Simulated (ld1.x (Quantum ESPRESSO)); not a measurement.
**Which change was made? (As, TM)**

arsenic (As), norm-conserving Troullier–Martins (Kleinman–Bylander form), made with ld1.x (Quantum ESPRESSO) 7.5 (PBE, scalar-relativistic). Core [Ar] 3d10, reference 4s2 4p3. Waves: 4p (bound): rc 2.10 bohr; 4s (bound): rc 1.20 bohr. Local part: the s channel. Core correction: none.

Cutoffs, loose and tight: the cutoffs (Ry, on a coarse ladder) from which the occupation-weighted sum of valence levels, in a spherical-Bessel basis at the reference potential, stays within 10 and 1 mRy of its value at 400 Ry. They do not see the model core or the augmentation charge, which bear on the density cutoff. Test errors are all-electron minus pseudo excitation energies from the reference, over the configurations 4s2 4p2; 4s2 4p1; 4s2 4p0; 4s2 4p2.5; 4s1 4p0; 4s2 4p3.3; 4s0 4p5; variants that change the core or the reference have their own tests.

The base gives: outcome: generated; cutoff, loose: 70 Ry; cutoff, tight: 160 Ry; bound ghosts: p; largest test error (meV): +144.

Problem. After one change the result is: outcome: generated; cutoff, loose: 35 Ry; cutoff, tight: 70 Ry; bound ghosts: p; largest test error (meV): -72. Which change was it?
A. all radii scaled by about 1.18 (s 1.42, p 2.48 bohr)
B. all radii scaled by about 1.38 (s 1.66, p 2.90 bohr)
C. all radii scaled by about 0.76 (s 0.92, p 1.60 bohr)
D. all radii scaled by about 0.87 (s 1.04, p 1.82 bohr)

Solution. A. The others give: all radii scaled by about 0.87 (s 1.04, p 1.82 bohr) → outcome: generated; cutoff, loose: 200 Ry; cutoff, tight: over 300 Ry; bound ghosts: p; largest test error (meV): +505 | all radii scaled by about 1.38 (s 1.66, p 2.90 bohr) → outcome: generated; cutoff, loose: 35 Ry; cutoff, tight: 50 Ry; bound ghosts: p; largest test error (meV): -123 | all radii scaled by about 0.76 (s 0.92, p 1.60 bohr) → outcome: generated; cutoff, loose: 230 Ry; cutoff, tight: over 300 Ry; bound ghosts: p; largest test error (meV): +1448.
